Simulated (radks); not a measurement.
Values are calculated unless marked as measured or tabulated.
Removal energies from the technetium ion Tc10+, [Ar] 3d10 4s2 4p(1/2: 2, 3/2: 1), by Delta-SCF beside the eigenvalue of the level emptied. Code: a radial shooting solver on a logarithmic mesh with Libxc functionals. Model: Dirac Kohn-Sham, PBE, spin-unpolarised, spherical densities, finite nucleus; Fermi nuclear charge, rms radius of each element as measured or else 0.836 A^(1/3) + 0.57 fm. Sub-shells are occupied by j as written (lower j first in brackets).

| removed from | final configuration | Delta-SCF (eV) | -eigenvalue (eV) |
|---|---|---|---|
| 4p3/2 | [Ar] 3d10 4s2 4p(1/2: 2, 3/2: 0) | 213.84 | 203.07 |
| 4p1/2 | [Ar] 3d10 4s2 4p(1/2: 1, 3/2: 1) | 218.05 | 207.09 |
| 4s1/2 | [Ar] 3d10 4s1 4p(1/2: 2, 3/2: 1) | 247.50 | 236.08 |
| 3d5/2 | [Ar] 3d(3/2: 4, 5/2: 5) 4s2 4p(1/2: 2, 3/2: 1) | 455.49 | 430.95 |
